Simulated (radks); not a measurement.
Spherical jellium clusters: N electrons in a uniform positive sphere of charge N and radius rs N^(1/3), rs = 2.44 bohr. Level of theory: non-relativistic Kohn-Sham, LDA (Slater exchange, Perdew-Wang correlation), spin-polarised, spherical densities (a radial shooting solver with Libxc functionals). Levels are named by radial order and angular momentum (1s, 1p, 1d, 2s, ...), and open shells are averaged over m. Each electron was tried in the lowest free levels, single moves between levels near the top were tried too, and the lowest total energy was kept; such a search can miss a lower state. Energies include the self-energy of the background; IP and EA are vertical (highest electron removed, lowest free level filled), at fixed background; spill-out counts the electrons outside the background radius R, and alpha is the static dipole polarisability from linear response (closed shells only). A dash means not computed or, for alpha, an open shell; in EA it means that no bound solution was reached, which is typical of self-interaction and does not show that the anion is unstable. Real open-shell clusters deform, which this model forbids.

N,open shells,2S,E/N (eV),E(N+1) + E(N-1) - 2E(N) (eV),IP (eV),EA (eV),-e(HOMO) (eV),spill-out (e)
1,"1s(up 1, down 0)",1,-0.331,-,-,-,3.985,0.56
2,none,0,-1.132,2.342,7.580,-,4.631,0.80
3,"1p(up 1, down 0)",1,-0.618,-0.981,4.620,-,2.393,1.21
4,"1p(up 2, down 0)",2,-0.606,-0.895,5.709,-,3.328,1.48
5,"1p(up 3, down 0)",3,-0.778,0.336,6.391,-,3.984,1.67
6,"1p(up 3, down 1)",2,-0.837,-0.738,5.815,-,3.639,1.86
7,"1p(up 3, down 2)",1,-0.984,-0.567,6.417,2.158,4.208,2.01
8,none,0,-1.166,2.762,6.834,-,4.631,2.13
9,"1d(up 1, down 0)",1,-1.000,-0.466,3.930,-,2.059,2.40
10,"1d(up 2, down 0)",2,-0.914,-0.443,4.465,-,2.575,2.61
11,"1d(up 3, down 0)",3,-0.884,-0.405,4.893,-,2.997,2.79
12,"1d(up 4, down 0)",4,-0.893,-0.365,5.245,-,3.352,2.94
13,"1d(up 5, down 0)",5,-0.928,0.347,5.539,-,3.655,3.07
14,"1d(up 5, down 0) 2s(up 1, down 0)",6,-0.934,-0.065,5.116,-,3.391,3.36
15,"1d(up 5, down 2)",3,-0.943,-0.480,5.292,1.805,3.506,3.34
16,"1d(up 5, down 3)",2,-0.981,-0.290,5.568,2.085,3.787,3.46
17,"1d(up 5, down 4)",1,-1.031,-0.259,5.802,2.331,4.031,3.56
18,none,0,-1.091,0.244,6.004,2.188,4.244,3.66
19,"2s(up 1, down 0)",1,-1.131,0.215,5.705,2.103,4.012,3.88
20,none,0,-1.157,1.672,5.521,-,3.885,4.12
21,"1f(up 1, down 0)",1,-1.100,-0.258,3.907,-,2.308,4.28
22,"1f(up 2, down 0)",2,-1.061,-0.243,4.157,-,2.563,4.41
23,"1f(up 3, down 0)",3,-1.035,-0.229,4.381,-,2.792,4.54
24,"1f(up 4, down 0)",4,-1.021,-0.215,4.581,-,2.999,4.65
25,"1f(up 5, down 0)",5,-1.017,-0.201,4.763,1.664,3.188,4.75
26,"1f(up 6, down 0)",6,-1.021,-0.189,4.928,1.841,3.360,4.85
27,"1f(up 7, down 0)",7,-1.031,0.473,5.079,-,3.519,4.94
28,"1f(up 7, down 1)",6,-1.024,-0.201,4.568,1.583,3.053,5.04
29,"1f(up 7, down 2)",5,-1.024,-0.187,4.747,1.770,3.237,5.14
30,"1f(up 7, down 3)",4,-1.031,-0.175,4.909,1.942,3.405,5.23
31,"1f(up 7, down 4)",3,-1.042,-,5.057,2.101,3.559,5.31

All shells are closed at N = 2, 8, 18, 20 (there: 1s2 1p6 1d10 2s2); the second difference of the energy has clear peaks (12 % above both neighbours; the first and last values, which can be the largest, are not judged, and half-filled shells can peak too) at N = 5, 8, 13, 18, 20, 27.
